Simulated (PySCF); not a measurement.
Structure with atom numbers: `[CH3:1][CH2:2][CH2:3][O:4][c:5]1[cH:6][cH:7][cH:8][cH:9][cH:10]1` (H(Xn): hydrogen on atom n).

Geometry: PBE0-D3(BJ)/def2-SVP; GIAO shifts from PySCF, gas phase, non-relativistic, averaged over equivalent atoms.

At PBE/pcSseg-1 (230 basis functions, 79 s wall time on 1 thread of an Arm Neoverse V1, shared host):
```json
{"atoms": "C5", "δ (ppm)": "161.4"}
{"atoms": "C7/C9", "δ (ppm)": "132.0"}
{"atoms": "C8", "δ (ppm)": "122.5"}
{"atoms": "C6/C10", "δ (ppm)": "115.0"}
{"atoms": "C3", "δ (ppm)": "72.1"}
{"atoms": "C2", "δ (ppm)": "27.2"}
{"atoms": "C1", "δ (ppm)": "11.1"}
{"atoms": "O4", "δ (ppm)": "148.4"}
{"atoms": "H(C7)/H(C9)", "δ (ppm)": "7.24"}
{"atoms": "H(C8)", "δ (ppm)": "6.87"}
{"atoms": "H(C6)/H(C10)", "δ (ppm)": "6.72"}
{"atoms": "H(C3)", "δ (ppm)": "3.57"}
{"atoms": "H(C2)", "δ (ppm)": "1.85"}
{"atoms": "H(C1)", "δ (ppm)": "1.03"}
```

Referencing at the same level of theory: TMS for 13C (σ = 180.03 ppm), 1H (σ = 31.20 ppm); H2O for 17O (σ = 334.63 ppm).

Question: What do these become at PBE0/pcSseg-1?

Answer: 
```
       atoms  δ at PBE0/pcSseg-1  change
          C5               163.8    +2.4
       C7/C9               135.0    +3.0
          C8               124.7    +2.2
      C6/C10               117.5    +2.5
          C3                69.4    -2.7
          C2                25.6    -1.6
          C1                11.0    -0.1
          O4               129.1   -19.3
 H(C7)/H(C9)                7.38   +0.14
       H(C8)                6.99   +0.12
H(C6)/H(C10)                6.87   +0.15
       H(C3)                3.45   -0.12
       H(C2)                1.82   -0.03
       H(C1)                1.02   -0.01
```

Referencing at the same level of theory: 13C (σref 184.41), 1H (σref 31.27) vs TMS; 17O (σref 334.56) against H2O.

The largest change is at O4 (ether oxygen). Cost: 230 basis functions, 48 s wall time on 1 thread of an Arm Neoverse V1, shared host. The order of the carbon signals is the same at both levels.

The carbons averaged at δ 115.0 differ by 10 ppm in this conformer. Experimental scales use liquid or dissolved standards, which lie at an offset from isolated H2O (liquid H2O: subtract about 36 ppm).
